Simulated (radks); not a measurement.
Results of a calculation; reference values are marked as such.
The osmium ion Os+, 75 electrons, occupied as [Xe] 4f14 5d6 6s1.

Level of theory: Dirac Kohn-Sham, PBE, spin-unpolarised, spherical densities, finite nucleus; open shells fill j = l - 1/2 first; Fermi nuclear charge, rms radius 5.4126 fm (a radial shooting solver on a logarithmic mesh with Libxc functionals).

Energy parts (eV):
| part | energy |
|---|---|
| total | -470167.13 |
| kinetic | 533417.77 |
| electron-nucleus | -1177277.64 |
| Hartree | 182961.44 |
| exchange-correlation | -9268.70 |

Orbitals (lengths in bohr, moments of r in powers of bohr; r(max) is where P^2 peaks):
[
 {"orbital": "1s1/2", "occ.": "2", "eigenvalue (eV)": "-73742.98", "r(max)": "0.01103"},
 {"orbital": "2s1/2", "occ.": "2", "eigenvalue (eV)": "-12840.67", "r(max)": "0.06360"},
 {"orbital": "2p1/2", "occ.": "2", "eigenvalue (eV)": "-12296.99", "r(max)": "0.04710"},
 {"orbital": "2p3/2", "occ.": "4", "eigenvalue (eV)": "-10765.84", "r(max)": "0.05415"},
 {"orbital": "3s1/2", "occ.": "2", "eigenvalue (eV)": "-2993.836", "r(max)": "0.1790"},
 {"orbital": "3p1/2", "occ.": "2", "eigenvalue (eV)": "-2749.982", "r(max)": "0.1674"},
 {"orbital": "3p3/2", "occ.": "4", "eigenvalue (eV)": "-2416.087", "r(max)": "0.1818"},
 {"orbital": "3d3/2", "occ.": "4", "eigenvalue (eV)": "-2006.617", "r(max)": "0.1421"},
 {"orbital": "3d5/2", "occ.": "6", "eigenvalue (eV)": "-1934.289", "r(max)": "0.1461"},
 {"orbital": "4s1/2", "occ.": "2", "eigenvalue (eV)": "-637.7527", "r(max)": "0.4053"},
 {"orbital": "4p1/2", "occ.": "2", "eigenvalue (eV)": "-535.2983", "r(max)": "0.4044"},
 {"orbital": "4p3/2", "occ.": "4", "eigenvalue (eV)": "-456.8750", "r(max)": "0.4344"},
 {"orbital": "4d3/2", "occ.": "4", "eigenvalue (eV)": "-288.5400", "r(max)": "0.4295"},
 {"orbital": "4d5/2", "occ.": "6", "eigenvalue (eV)": "-274.0128", "r(max)": "0.4389"},
 {"orbital": "5s1/2", "occ.": "2", "eigenvalue (eV)": "-98.9755", "r(max)": "0.9150"},
 {"orbital": "5p1/2", "occ.": "2", "eigenvalue (eV)": "-67.4278", "r(max)": "0.9751"},
 {"orbital": "4f5/2", "occ.": "6", "eigenvalue (eV)": "-61.0233", "r(max)": "0.4033"},
 {"orbital": "4f7/2", "occ.": "8", "eigenvalue (eV)": "-58.2186", "r(max)": "0.4081"},
 {"orbital": "5p3/2", "occ.": "4", "eigenvalue (eV)": "-55.2373", "r(max)": "1.057"},
 {"orbital": "5d3/2", "occ.": "4", "eigenvalue (eV)": "-14.5995", "r(max)": "1.332"},
 {"orbital": "5d5/2", "occ.": "2", "eigenvalue (eV)": "-13.5189", "r(max)": "1.375"},
 {"orbital": "6s1/2", "occ.": "1", "eigenvalue (eV)": "-13.0592", "r(max)": "2.404"}
]

The highest occupied level is 6s1/2 at -13.059 eV. The electron density at the nucleus is 1.675e+06 e/bohr^3. Summed over all electrons, <r^2> = 52.89 bohr^2, which gives a Langevin (diamagnetic) susceptibility term of -41.9 x 10^-6 cm^3/mol. The density falls to 0.001 e/bohr^3 at r = 4.16 bohr.
